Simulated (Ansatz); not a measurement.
Reaction: MgCl2 (SMILES [Cl][Mg][Cl]) → MgCl2+ (parent SMILES [Cl][Mg][Cl], doublet) + e-
Each species at its own B3LYP-D3(BJ)/def2-TZVP minimum (Ansatz, a first-principles code).

Total energies in hartree (Ansatz). Open shells are spin-unrestricted; no spin-orbit coupling. Correlated methods leave the cores frozen. No relativity. The spin of Cl2Mg+ (parent SMILES [Cl][Mg][Cl], doublet) was assumed, and the state is the lowest solution found for it.

```tsv
species	HF/def2-TZVPP	CCSD(T)/def2-TZVPP	HF/def2-QZVPP	CCSD(T)/def2-QZVPP	CCSDT(Q)/def2-TZVPP
1: MgCl2 (SMILES [Cl][Mg][Cl])	-1118.80010	-1119.25573	-1118.83530	-1119.33735	-1119.25737
2: MgCl2+ (parent SMILES [Cl][Mg][Cl], doublet)	-1118.41048	-1118.82993	-1118.44687	-1118.90641	-1118.83320
```

Work out the adiabatic ionisation energy (electronic) in eV: take Hartree-Fock from def2-QZVPP, extrapolate the CCSD(T) correlation energy as X^-3 (X = 3, 4), and add CCSDT(Q) - CCSD(T) in def2-TZVPP. 1 hartree = 27.211 eV.


Species 1: correlation (64·(-0.50205) - 27·(-0.45563))/37 = -0.53592; step -0.00164; E1 = -1118.83530 + (-0.53592) + (-0.00164) = -1119.37286
Species 2: correlation (64·(-0.45954) - 27·(-0.41945))/37 = -0.48879; step -0.00327; E2 = -1118.44687 + (-0.48879) + (-0.00327) = -1118.93893
-1·E1 +1·E2 = 0.43393 hartree = 11.81 eV.
